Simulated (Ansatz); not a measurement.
Z-matrix (Å, degrees):
```
C
S 1 1.799
O 1 1.468 2 104.9
H 1 1.090 2 112.2 3 -117.2
H 1 1.092 2 112.6 3 117.4
Al 2 2.262 1 78.8 3 -16.7
H 3 0.964 1 111.4 2 146.0
H 6 1.584 2 118.4 1 120.0
H 6 1.594 2 117.5 1 -82.7
```

Total charge 0; spin multiplicity 1. The bonds changed during the relaxation, so this is another structure than the one it started from.

Question: List the B3LYP/def2-TZVPP orbital energies in eV (the Gaussian-basis code of Ansatz). (An estimate is asked.)

Answer: Ansatz gave: Occupied: -2417.11, -1524.24, -523.05, -279.84, -215.15, -159.73, -159.58, -159.50, -112.16, -72.87, -72.76, -72.69, -30.21, -21.37, -17.56, -16.29, -13.96, -13.13, -10.76, -10.68, -9.43, -7.95, -7.77, -6.41. Lowest empty: -0.97, 0.18, 0.47, 1.39, 1.80, 1.93, 2.17, 2.47.

B3LYP here is the variant with VWN-RPA as its local correlation; programs differ in this.
